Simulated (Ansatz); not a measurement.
Computed with Ansatz on PBE0-D4/def2-TZVP structures; ΔE is electronic, products minus reactants. CCSD(T)/CBS is the MP2 limit (def2-TZVPP, def2-QZVPP) plus CCSD(T) − MP2 in def2-TZVPP, frozen cores. This one scheme is used for every species, atoms too. Functionals use def2-TZVPP. B3LYP here is the variant with VWN-RPA as its local correlation; programs differ in this. Open shells (•) are unrestricted, without spin–orbit coupling. Spin–orbit coupling would lower the free atoms: a little for B, C, Cl.

`N#CBCl` → B• + C• + Cl• + H• + N•  (atomization)

```tsv
level	ΔE (kcal/mol)
B2PLYP	507.8
PBE-QIDH	507.2
B3LYP	506.7
HF/CBS(def2)	356.2
```

What does CCSD(T)/CBS give? (An estimate is asked.)

The calculation gave: +504.7 kcal/mol. The listed levels differ from it by 3.1, 2.5, 2.0, -148.5 kcal/mol.

Largest T1 diagnostic among the species: 0.014.

In def2-TZVPP, CCSD(T) changes the Hartree–Fock value by +134.8 kcal/mol (the triples alone add +12.9 kcal/mol) and MP2 by +158.1 kcal/mol; breaking electron pairs costs correlation energy, which Hartree–Fock lacks. Leaving LDA and LC-ωPBE aside and taking each functional with its dispersion term where it has one, the values, not all of them listed here, spread over 46.2 kcal/mol, from BHLYP-D4 to PBE-D4. LDA lies +59.9 kcal/mol from PBE without D4, its usual overbinding.

For atomizations the MP2-based limit and the directly extrapolated one differ by several kJ/mol either way, and by 10 to 25 for some Ge, Se and Sn compounds, so smaller differences from it don't rank the levels.
